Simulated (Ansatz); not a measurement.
C2H3BO2. The species carries charge 0 and has multiplicity 1. The bonds changed during the relaxation, so this is another structure than the one it started from.

```xyz
8

O     1.5731    1.6552    0.0267
C     0.7979    0.7422   -0.0890
B     0.5220   -0.7649   -0.0067
C    -0.5346    0.4343    0.4073
O    -0.9449   -0.6412   -0.5192
H     0.8739   -1.8070    0.4266
H    -1.2609    0.6747    1.1704
H    -1.0265   -0.2934   -1.4161
```

(1) List the harmonic frequencies (cm⁻¹, unscaled) at PBE0-D4/def2-TZVP in Ansatz. (Best estimate.)

(2) Is this a minimum?

(3) Give the ideal-gas thermochemistry at 298.15 K and 1 bar (rigid rotor, harmonic oscillator; point group C1, symmetry number 1).

(4) And at 400, 500, 600, 800 and 1000 K?

## Answers

(1) Ansatz gave: 241, 458, 578, 607, 677, 688, 781, 877, 925, 988, 1042, 1081, 1174, 1206, 1857, 2745, 3239, 3777.

(2) Yes, all 18 modes are real.

(3) Zero-point energy 137.2 kJ/mol; H(298) − E = 151.5 kJ/mol; entropy 285.4 J/(mol·K), of which translation 161.8, rotation 102.8, vibration 20.8; G(298) − E = 66.4 kJ/mol.

(4) 
```
T (K)  H − E (kJ/mol)  S (J/mol/K)  G − E (kJ/mol)
  400           160.2        310.5            36.0
  500           170.5        333.3             3.8
  600           182.0        354.4           -30.6
  800           207.8        391.4          -105.3
 1000           236.2        423.0          -186.8
```
